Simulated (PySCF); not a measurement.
**29Si chemical shifts**

No solvent, no relativistic terms, one computed conformer, fast rotation and ring inversion assumed for equivalent nuclei. GFN2-xTB geometry; PBE0/pcSseg-1 with gauge-including orbitals; PySCF 2.14.0 with density-fitted response routines.

Shieldings were converted by a linear fit to measured shifts: 29Si: δ = 279.94 − 0.822σ (rms 8.9 ppm, 72 shifts, 25.8 ppm with the 6 outliers that the fit left out vs TMS, solution or neat liquid). Occasional misses reach two or three times the rms, and more in compound classes unlike the fitted ones.

**Question.** Give the 29Si shifts of `CO[SiH2]O[SiH2]CF`, `c1csc([C@@H]2OC[SiH2]2)c1`, `CN[SiH2][C@@H]1CCC[C@H]1C`, `CC[C@H]1C[Si@@H](N(C)C)C1`, `C#CCN[Si@H](N)NC`, `C[SiH2]CC(F)(C=O)C=O`.

**Answer.** 
```json
{"compound": "[CH3:1][O:2][SiH2:3][O:4][SiH2:5][CH2:6][F:7]", "environment": "Si5: silicon bonded to C, O, 2 H", "δ (ppm)": "-35.4"}
{"compound": "[CH3:1][O:2][SiH2:3][O:4][SiH2:5][CH2:6][F:7]", "environment": "Si3: silicon bonded to 2 O, 2 H", "δ (ppm)": "-37.8"}
{"compound": "c1csc([C@@H]2OC[SiH2]2)c1", "environment": "silicon bonded to 2 C, 2 H, in a 4-membered ring", "δ (ppm)": "-20.6"}
{"compound": "CN[SiH2][C@@H]1CCC[C@H]1C", "environment": "silicon bonded to C, N, 2 H", "δ (ppm)": "-26.5"}
{"compound": "CC[C@H]1C[Si@@H](N(C)C)C1", "environment": "silicon bonded to 2 C, N, H, in a 4-membered ring", "δ (ppm)": "-22.6"}
{"compound": "C#CCN[Si@H](N)NC", "environment": "silicon bonded to 3 N, H", "δ (ppm)": "-33.7"}
{"compound": "C[SiH2]CC(F)(C=O)C=O", "environment": "silicon bonded to 2 C, 2 H", "δ (ppm)": "-45.9"}
```

**Question.** Order these by 29Si shift, lowest first.
A. CCO[SiH2]/C(F)=C\C=O
B. COC[SiH2]/C(F)=C\C=O
C. C#CC(=C=S)[SiH2]OCC
D. CC(=O)[Si@@H](C=O)[C@@H](C)F

**Answer.** D (-65.0 ppm, silicon bonded to 3 C, H), B (-50.2 ppm, silicon bonded to 2 C, 2 H), A (-37.7 ppm, silicon bonded to C, O, 2 H), C (-27.9 ppm, silicon bonded to C, O, 2 H).
